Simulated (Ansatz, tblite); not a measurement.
Cost and result up the ladder for (ClBe-mu-H)2 (Be₂H₂Cl₂) (6 atoms). The state is a singlet with charge 0. Geometry: PBE-D4/def2-TZVP.

```csv
atom,x (Å),y (Å),z (Å)
Be1,-0.2674,-0.7340,0.6098
Cl2,-0.7596,-2.0851,1.7324
H3,0.4773,-0.7330,-0.6731
Be4,0.2676,0.7341,-0.6096
Cl5,0.7603,2.0851,-1.7321
H6,-0.4783,0.7329,0.6725
```

Ansatz on 4 threads of Arm Neoverse V1 on a shared host; xTB runs through tblite on one thread. Times are rough, summed over both states, and most runs start from the orbitals of an earlier one. PBE0-D4/def2-TZVP serves as the yardstick here, not as an exact answer. The other state is a doublet.

The xTB rows come from tblite. Correlated methods freeze 10 core orbitals. In CCSD on the charge 1 doublet the largest single amplitude is 0.37, so its Hartree–Fock determinant may place the open shell otherwise than the density functionals do.

Run but left out: HF/def2-TZVPP, MP2/def2-TZVPP (charge +1 doublet: a determinant that CCSD turns far, T1 0.063).

Correlated methods converge slowly with the basis.

Raw xTB energies of ions are shifted by several eV.

```csv
level,functions,wall time,vertical IE (eV),difference from PBE0-D4/def2-TZVP (eV),remarks
GFN1-xTB,30,0.007 s,14.64,3.82,–
GFN2-xTB,28,0.007 s,14.11,3.30,–
PBE-D4/def2-TZVP (with forces),124,3 s,10.30,-0.51,–
PBE0-D4/def2-TZVP,124,3.8 s,10.81,0.00,–
r2SCAN-D4/def2-TZVP,124,5.2 s,10.52,-0.29,–
CCSD(T)/def2-TZVPP,150,78 s,11.45,0.64,large T1 (0.063) (+1 doublet)
```
